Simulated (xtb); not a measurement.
Sn(GeH3)(H)3 (GeH₆Sn), SMILES [GeH3][SnH3]. All values are semi-empirical tight-binding results from xtb (GFN2-xTB unless named), good for trends rather than for accurate numbers. Geometry optimised at GFN2-xTB.

Optimised geometry:

Bond lengths (Å): Sn1–Ge2 2.546, Sn1–H3 1.665, Sn1–H4 1.665, Sn1–H5 1.665, Ge2–H6 1.494, Ge2–H7 1.494, Ge2–H8 1.494. Angles (°): Ge2–Sn1–H3 113.6, Ge2–Sn1–H4 113.6, Ge2–Sn1–H5 113.6, H3–Sn1–H4 105.0, H3–Sn1–H5 105.0, H4–Sn1–H5 105.0, Sn1–Ge2–H6 112.4, Sn1–Ge2–H7 112.4, Sn1–Ge2–H8 112.4, H6–Ge2–H7 106.4, H6–Ge2–H8 106.4, H7–Ge2–H8 106.4.
Charge 0, spin multiplicity 1.

For metal compounds this method's bond lengths and energies can be far off.

| Item | Value |
|---|---|
| point group as xtb finds it | C3 |
| orbital gap | 6.06 eV |
| zero-point energy | 25.2 kcal/mol |
| G − E(el) at 298.15 K (modified RRHO) | 6.7 kcal/mol |

Q: Give the atomic charges and the Wiberg bond orders between heavy atoms. (The exact figures need the calculation; the answer reports its results.)

A: charges (e) Sn1 0.00, Ge2 0.11, H3 -0.01, H4 -0.01, H5 -0.01, H6 -0.03, H7 -0.03, H8 -0.03. Bond orders Sn1–Ge2 0.53.
